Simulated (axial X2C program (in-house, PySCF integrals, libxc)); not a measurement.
# NiSi: cheaper levels and CCSD(T), 2c

Computed with an in-house all-electron X2C program for linear molecules (integrals from PySCF). Two-component (2c) means X2C with spin–orbit coupling and atomic mean-field two-electron Coulomb and Gaunt terms. Basis: Ni dyall-cv3z [9s9p6d3f2g], Si dyall-v3z [8s7p2d1f] (cores contracted in-house); Gaussian nuclei, density fitting, unrestricted open shells. Masses: Ni 57.935 u, Si 27.977 u.

State: Ω = 3 (⟨Sz⟩ = 0.00, ⟨Lz⟩ = 3.00 at HF); fragments Ni + Si.

| level | Re (Å) | ωe (cm⁻¹) | De (eV) |
| --- | --- | --- | --- |
| PBE0 | 2.184 | 376.0 | n/a |
| HF | 2.365 | 260.6 | -1.21 |
| CCSD | 2.178 | 372.2 | 1.72 |
| B97-3 | 2.209 | 356.4 | n/a |

Correlated methods: 14 electrons correlated (number of frozen shells: Ni 3 s, 2 p; Si 2 s, 1 p), 220 virtual spin orbitals or spinors in MP2, 90 natural virtuals in coupled cluster.

CCSD(T), same Hamiltonian and basis:

Re = 2.152 Å, ωe = 407.6 cm⁻¹; T1 = 0.051 (Lee–Taylor normalisation).

Task: Give the differences from CCSD(T) in the columns below.

Result: 

```csv
level,ΔRe (Å),Δωe (cm⁻¹)
PBE0,0.032,-32
HF,0.213,-147
CCSD,0.026,-35
B97-3,0.057,-51
```

One determinant describes the state; a PBE0 search over occupations chose it and may have missed a lower one. De is counted from the lowest determinant-based energies of the atoms at the same level, without counterpoise correction. De is not given where an atomic determinant may have missed its ground term or J level, or where the truncated virtual space spoils (T). Density functionals use the spin component along the axis (collinear). CCSD and (T) use frozen natural virtuals with an MP2 correction for the truncation; (T) itself is uncorrected, so its De runs slightly low. In 2c an atomic determinant is not the ground J level, so De misses part of the atomic spin–orbit lowering. This holds for CCSD. Other states lie close and PBE0, whose exact exchange favours high spin, may order them wrongly; the determinant shown need not be the ground state. The nearest other spin-free determinant of the search, M_S = 1, Λ = 1, lies 0.005 eV up at the distance of the search. The functionals have no current-density term, which raises determinants with orbital currents, atoms included. With several unpaired electrons one determinant need not be a pure state. A state of lower Ω lies just above, and one determinant can place such states too high, so the state shown need not be the lowest. The search has Ω = 2 only 0.01 eV up. Some points did not converge and are left out. The determinant is spin-polarised beyond a pure state at some levels (its spin-free form has ⟨S²⟩ too high), which makes Re and μ there less reliable. The T1 diagnostic is large, a sign of multireference character.
